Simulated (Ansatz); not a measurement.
Cost and result up the ladder for (F)3Sn-S-SiH3 (SiSnH3SF3) (9 atoms). Charge 0, multiplicity 1. Geometry: PBE-D4/def2-SVP.

Cartesian coordinates in Å:
```
Sn -1.188 -1.010 0.640
F -0.181 -1.687 -0.888
F -1.054 -2.342 2.042
F -3.057 -1.036 0.127
S -0.258 1.137 1.134
Si 1.196 1.184 -0.520
H 2.220 0.103 -0.374
H 0.506 1.116 -1.847
H 1.816 2.534 -0.313
```

Ansatz; hardware A = 2 threads of AMD EPYC 7R13 on a shared host; B = 2 threads of AMD EPYC 7R13 on a shared host and a share (18 GiB) of an NVIDIA H100 80GB HBM3. Times are rough, and most runs start from the orbitals of an earlier one. PBE0-D4/def2-TZVP serves as the yardstick here, not as an exact answer. Differences are given only for rows in sets of like size (and for xTB, whose basis is part of the method), since another set adds its own error. Binding counts from free atoms at the same level (Sn triplet, F doublet, S triplet, Si triplet, H doublet; other spins of the atoms weren't run), without zero-point energy or a counterpoise term.

In the def2 sets Sn takes a core potential, while STO-3G treats all electrons; there is no spin–orbit coupling. B3LYP takes the VWN-RPA correlation. Correlated methods freeze 17 core orbitals; core or outer-core shells of Sn are correlated, in sets that lack core-valence functions. The rows differ in basis, and correlated rows in double-zeta sets carry the largest basis error.

Correlated methods converge slowly with the basis, most of all in double-zeta sets.

```
                                level  functions  wall time
                        HF/STO-3G [A]         63     0.75 s
                  PBE-D4/def2-SVP [A]        119      1.6 s
                 PBE0-D4/def2-SVP [A]        119      2.4 s
                 PBE-D4/def2-TZVP [A]        235      3.1 s
                BLYP-D4/def2-TZVP [A]        235      3.5 s
                PBE0-D4/def2-TZVP [A]        235        6 s
               B3LYP-D4/def2-TZVP [A]        235        6 s
                 CCSD(T)/def2-SVP [B]        119        6 s
                    MP2/def2-TZVP [A]        235        7 s
r2SCAN-D4/def2-TZVP (with forces) [A]        235      7.5 s
```

(1) Estimate what each level gives for the binding energy per atom (eV).

Results:

(1) 
```
                                level  binding energy per atom (eV)  difference from PBE0-D4/def2-TZVP (eV)
                        HF/STO-3G [A]                          2.53                                       –
                  PBE-D4/def2-SVP [A]                          3.31                                       –
                 PBE0-D4/def2-SVP [A]                          3.17                                       –
                 PBE-D4/def2-TZVP [A]                          3.35                                    0.12
                BLYP-D4/def2-TZVP [A]                          3.30                                    0.06
                PBE0-D4/def2-TZVP [A]                          3.23                                    0.00
               B3LYP-D4/def2-TZVP [A]                          3.26                                    0.02
                 CCSD(T)/def2-SVP [B]                          3.00                                       –
                    MP2/def2-TZVP [A]                          3.25                                    0.02
r2SCAN-D4/def2-TZVP (with forces) [A]                          3.31                                    0.07
```
